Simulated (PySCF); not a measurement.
# Unknown compound

The spectra below were simulated for a compound C7H12.

$^{1}$H NMR (600 MHz, computed): δ 2.10 (m, 2H), 1.60 (m, 4H), 1.16 (m, 4H), 1.08 (m, 2H).

$^{13}$C{$^{1}$H} NMR (computed): δ 39.8 (CH2), 39.8 (CH), 32.5 (CH2).

Averaged over atoms made equivalent by symmetry, fast rotation or ring inversion, non-relativistic Hamiltonian, a single conformation, gas phase. GFN2-xTB geometry; shieldings: GIAO PBE0/pcSseg-1; PySCF 2.14.

Chemical shifts δ = σref − σ; $^{1}$H (σref 31.72) and $^{13}$C (σref 186.93) against TMS, all at this level.

Which of these isomers gave the spectra?
A. C[C@@H]1[C@H]2CCC[C@@H]12
B. C1C[C@H]2CC[C@@H]1C2
C. C[C@@H]1C[C@@]12C[C@@H]2C
D. C=CC/C=C\CC

Answers

B. 

Rings plus π bonds: 2 (2 rings in the answer). 3 carbon signals for 7 carbons: some carbons are equivalent by symmetry or fast rotation. Carbon types of the structure: 2 × CH, 5 × CH2, which accounts for all hydrogens. δC 39.8, 32.5: sp3 CH2 in a ring; a saturated carbon with 2 carbon neighbours and no heteroatom attached. δC 39.8: sp3 CH in a ring; saturated and bonded to C and H only. δH 2.10: hydrogen on an sp3 CH in a ring. δH 1.60, 1.16, 1.08: hydrogen on an sp3 CH2 in a ring; far from electronegative atoms and π systems.

The others: C[C@@H]1[C@H]2CCC[C@@H]12 would give 5 carbon signals, not 3; C[C@@H]1C[C@@]12C[C@@H]2C would give 7 carbon signals, not 3; C=CC/C=C\CC would give 7 carbon signals, not 3.

Shifts are as computed. Against solution values, carbons near 30 ppm lie about +3 ppm off and those near 130 ppm about +5 ppm. Of 1211 compounds with measured shifts, 218 miss one by over three times the rms of a fit or turn the order of signals round; such compounds aren't used in these exercises. No couplings were computed; multiplicities are counted from neighbouring protons, with m where these are inequivalent, close in shift, in a saturated or five-membered ring or joined by F or P, and br s for small geminal =CH2 splittings.
